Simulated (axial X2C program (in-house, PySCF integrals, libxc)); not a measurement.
Spectroscopic constants of InP⁻

All values were computed with an axial X2C code built on PySCF integrals. Spin-free means the one-electron spin-free X2C Hamiltonian; two-component (2c) means X2C with spin–orbit coupling and atomic mean-field two-electron Coulomb and Gaunt terms, so the difference of the two also holds small scalar two-electron terms. Basis: In dyall-acv3z [12s13p10d5f1g], P dyall-av3z [9s8p3d2f] (cores contracted in-house); Gaussian nuclei, density fitting, unrestricted open shells. Masses: In 114.904 u, P 30.974 u.

State, spin-free: M_S = 1/2, Λ = 1 (beyond evenly filled blocks: π+α, π+β, π-α); electrons by block: σα: 15, σβ: 15, π+α: 7, π+β: 7, π-α: 7, π-β: 6, δ+α: 2, δ+β: 2, δ-α: 2, δ-β: 2. Fragments: In + P-.

State, 2c: Ω = 3/2 (⟨Sz⟩ = 0.50, ⟨Lz⟩ = 1.00 at PBE0); electrons by block: 1/2: 22, -1/2: 22, 3/2: 9, -3/2: 8, 5/2: 2, -5/2: 2. Fragments: In + P-.

```tsv
Hamiltonian	level	Re (Å)	ωe (cm⁻¹)	Be (cm⁻¹)	αe (cm⁻¹)	De (eV)	D0 (eV)	k (mdyn/Å)	μ (D)
spin-free	PBE0	2.449	329.1	0.1152	0.000515	2.80	2.78	1.56	-4.38
spin-free	B97-3	2.474	321.7	0.1129	0.000488	2.84	2.82	1.49	-4.67
2c	PBE0	2.449	328.3	0.1153	0.000522	n/a	n/a	1.55	-4.32
2c	B97-3	2.473	321.2	0.113	0.000492	n/a	n/a	1.48	-4.62
```

Dipoles are positive if P is the positive end and refer to the centre of mass.

The state is one determinant whose occupation by symmetry is held fixed; it was picked as the lowest of a PBE0 search that is not exhaustive. De is counted from the lowest determinant-based energies of the atoms at the same level, without counterpoise correction. De is not given where an atomic determinant may have missed its ground term or J level, or where the truncated virtual space spoils (T). Density functionals use the spin component along the axis (collinear). Other states lie close and PBE0, whose exact exchange favours high spin, may order them wrongly; the determinant shown need not be the ground state. The nearest other spin-free determinant of the search, M_S = 1/2, Λ = 0, lies 0.11 eV up at the distance of the search. The functionals have no current-density term, which raises determinants with orbital currents, atoms included. The highest occupied level of some functionals is positive through self-interaction error; at Hartree–Fock it is bound. The determinant is spin-polarised beyond a pure state at some levels (its spin-free form has ⟨S²⟩ too high), which makes Re and μ there less reliable.

No reliable constants came from CCSD (2c), CCSD (spin-free), CCSD(T) (2c), CCSD(T) (spin-free), HF (2c), HF (spin-free), MP2 (2c), MP2 (spin-free): no minimum in range, unconverged points, a curve that is not smooth, a change of character along it, or the two Hamiltonians disagreeing along it.

Rough cost a point (2c) on 1 thread(s) of a shared host, integrals apart: PBE0 1.1 s, B97-3 1.1 s.

The whole task took 3.4 min on 1 thread of Arm Neoverse V1, on a shared host.
